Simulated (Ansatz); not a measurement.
The cluster YAl₆⁻, relaxed as a singlet with RKS r2SCAN-D4/def2-SVPD in Ansatz, starting from the GFN1-xTB geometry. Force threshold 0.02 eV/Å.

In the def2 sets Y takes a core potential; there is no spin–orbit coupling. The relaxation made no stability test and no search for a lower SCF solution. No other spin state of charge -1 was run. The structure comes from a short search, and lower isomers may exist.

Start:

```tsv
atom	x (Å)	y (Å)	z (Å)
Y1	0.0203	-0.1325	0.0912
Al2	-0.1741	-0.6606	0.6590
Al3	-0.8947	-0.7153	-0.7716
Al4	-0.6124	0.1799	-0.1311
Al5	0.7061	0.9874	1.3755
Al6	-0.5998	0.9321	-0.6095
Al7	1.5546	-0.5910	-0.6135
```

Question: Estimate the energy that the relaxation releases and the steps that it takes.

Answer: 749.77 eV, in 28 steps; 4.1 min on 4 threads of Arm Neoverse V2 on a shared host. No frequencies were taken in this run, so the end may be a saddle point.

Question: Does the start keep its bonding?

Answer: Bonds lost: Y1–Al3, Y1–Al4, Al2–Al6, Al4–Al7, Al5–Al7 (atoms count from 1). Metal–metal contacts that move far: Al2–Al5 2.00 to 2.90 Å, Al2–Al7 2.15 to 2.88 Å, Al5–Al6 2.38 to 2.88 Å. The end is the same structure that another start reached, the lowest one found.

Question: Predict the relaxed structure.

Answer: 
Cartesian coordinates in Å:
```
Y 2.138 0.389 0.673
Al -0.136 -1.234 1.047
Al -1.185 -1.089 -1.407
Al -2.041 0.501 0.392
Al -0.199 1.575 1.778
Al 0.080 1.224 -1.065
Al 1.343 -1.367 -1.418
```
Bond lengths (bridged metal pairs left out): 11 × Al–Al 2.54 to 2.90 Å; 4 × Al–Y 2.82 to 2.84 Å.
